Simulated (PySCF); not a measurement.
A series of related molecules

Computed, not measured: TDDFT CAM-B3LYP/aug-cc-pVDZ excited states, vertical, gas phase in PySCF. Geometry: PBE0-D3(BJ)/def2-SVP.

Each molecule in one low-energy conformer.

The calculation is non-relativistic, which matters for the atoms heavier than Zn.

Q: How does the largest two-photon cross section among the few lowest singlets (linear parallel light, single beam, Lorentzian half width 0.1 eV, states within 0.08 eV summed) change along this series?
- C#CC(C)=C=C(C)C (H replaced by ethynyl)
- CC(C)=C=C(C)F (H replaced by F)
- CC(C)=C=C(C)C=O (H replaced by CHO)
- CC(C)=C=C(C)Br (H replaced by Br)

A: 
| molecule | S1 (eV) | f(S1) | largest σ (GM) | at photon λ (nm) |
| --- | --- | --- | --- | --- |
| C#CC(C)=C=C(C)C | 5.23 | 0.000 | 1.9 | 423 |
| CC(C)=C=C(C)F | 5.16 | 0.001 | 1.5 | 372 |
| CC(C)=C=C(C)C=O | 3.99 | 0.000 | 1.5 | 422 |
| CC(C)=C=C(C)Br | 4.70 | 0.000 | 3.3 | 391 |

The largest two-photon cross section among the few lowest singlets (linear parallel light, single beam, Lorentzian half width 0.1 eV, states within 0.08 eV summed) is lowest for CC(C)=C=C(C)F and highest for CC(C)=C=C(C)Br.
